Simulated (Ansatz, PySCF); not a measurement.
H3N, charge -1, doublet, at the geometry of the source list (a state made from the parent by changing its charge; the spin is typed, not shown lowest) (in this run its highest filled SCF level lies above zero, so its values depend strongly on the basis, on diffuse functions most of all). Base run: PySCF with REVPBE/STO-3G.

Geometry (Å):
```xyz
4

N      0.0009    -0.0039     0.2759
H     -0.5812    -0.7424    -0.1005
H     -0.3539     0.8761    -0.0785
H      0.9342    -0.1299    -0.0969
```
Charge -1, spin multiplicity 2.
Orbitals are unrestricted.
All else is at PySCF's defaults.

The same geometry, method and basis name were run in Ansatz (a program for electronic structure) and PySCF, at each program's defaults and at the settings that a row names. The base is PySCF at its defaults. Differences at the defaults can come from grids, fitting, cores and function types together.

```json
[
 {"code and settings": "PySCF, defaults (exact integrals, its default grid, spherical functions)", "ΔE vs base (mEh)": "0.000", "basis functions": "8", "E (Eh)": "-55.22017", "SCF cycles": "8"},
 {"code and settings": "Ansatz, defaults (factorised integrals, its default grid, spherical functions)", "ΔE vs base (mEh)": "-0.001", "basis functions": "8", "E (Eh)": "-55.22017", "SCF cycles": "-"},
 {"code and settings": "PySCF, density fitting with def2-universal-jkfit", "ΔE vs base (mEh)": "-0.499", "basis functions": "8", "E (Eh)": "-55.22066", "SCF cycles": "8"},
 {"code and settings": "PySCF, fine grid", "ΔE vs base (mEh)": "-0.001", "basis functions": "8", "E (Eh)": "-55.22017", "SCF cycles": "8"},
 {"code and settings": "Ansatz, high accuracy", "ΔE vs base (mEh)": "-0.001", "basis functions": "8", "E (Eh)": "-55.22017", "SCF cycles": "-"}
]
```

Open shells are given as the SCF converged; they aren't shown to be the lowest states, and a large step between rows can be another state.
